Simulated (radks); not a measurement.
Results of a calculation; reference values are marked as such.
Ionisation of Bi+, [Hg] 6p2, to Bi2+, [Hg] 6p1, under several functionals. Scalar-relativistic Kohn-Sham, spin-polarised, spherical densities, point nucleus; open shells are filled with parallel spins first (spin-orbit coupling, left out, can overturn this in heavy ions); a radial shooting solver on a logarithmic mesh with Libxc functionals.

functional                                      E(Bi+) (hartree)  Exc (hartree)  IE (eV)  -e(HOMO) (eV)  <r> HOMO (bohr)  IE error (eV)
PBE                                                  -21530.5073      -394.3535   15.760         12.036            2.783         -0.943
exchange-only PBE                                    -21525.4689      -389.2522   15.055         11.363            2.839         -1.648
LDA (Slater exchange, Perdew-Wang correlation)       -21519.0335      -382.9325   15.969         12.187            2.772         -0.734

NIST Atomic Spectra Database: 16.703 eV (measured). Closest: LDA (Slater exchange, Perdew-Wang correlation). The Delta-SCF values span 0.91 eV, the total energies 11.47 hartree. The highest occupied level is 6p. Open shells are spherical and high-spin; term and fine-structure splittings are not resolved. Spin-orbit splitting is averaged out at the scalar-relativistic level.
